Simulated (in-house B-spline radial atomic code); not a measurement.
**RPA and G0W0 on wB97X: Ar3+**

Configuration [Ne] 3s2 3p3, highest spin, mean-field start wB97X. Computed with a B-spline radial code for spherical atoms: all electrons, scalar-relativistic (spin-free one-electron X2C), finite nucleus, each spin shell either full or empty, empty states to l = 9 with an (l + 1/2)⁻⁴ tail; G0W0 by contour deformation at full frequency.

Command:
```bash
python run_gw.py task.json out
```
Settings (radii: box in bohr, nucleus in fm):
```
Z                        18
electrons                15
configuration            [Ne] 3s2 3p3
hamiltonian              x2c
method                   wb97x
lmax                     9
rms_radius               3.4274
spin_polarised           True
box_radius               14.14
intervals                69
```

Run time, properties included: 3.3 s on 1 thread of Arm Neoverse N1 (shared host).

Energies (hartree):

| term | value |
| --- | --- |
| mean-field total | -526.29361 |
| Hartree-Fock functional on these orbitals | -525.67602 |
| direct second order | -0.97144 |
| second-order exchange | 0.35332 |
| SOSEX correction | 0.32578 |

Task: What is the RPA correlation energy, and what remains with SOSEX?

Result: RPA gives -0.86968 hartree (-1.58 eV per electron); RPA + SOSEX gives -0.5439, and the second-order doubles -0.61812 hartree (no singles). RPA lacks exchange-type terms and so overcorrelates at short range.

Quasi-particle levels (eV):

| level | occupied | mean field | Σx - vxc | Σc | QP weight | G0W0 |
| --- | --- | --- | --- | --- | --- | --- |
| 3p up | yes | -56.19 | -2.89 | ? | ? | ? |
| 3s down | yes | -67.15 | -0.35 | -2.37 | 0.958 | -69.87 |
| 2p down | yes | -285.98 | -20.61 | 6.88 | 0.897 | -299.71 |
| 3p down | no | -42.83 | 4.79 | -2.74 | 0.956 | -40.79 |

G0W0 = mean field + (Σx - vxc) + Σc, with Σc (partial-wave tail included) taken at the quasi-particle energy. Only the outer levels were computed. Levels of low weight are left out.

Task: Where does G0W0 put 3p up?

Result: At -59.41 eV, with Σc = -0.32 eV and a quasi-particle weight of 0.956. The tabulated removal energy is 59.58 ± 0.18 eV (NIST, semi-empirical); the calculation leaves out spin-orbit coupling, Breit and QED terms, and what these don't explain is the method's own error.
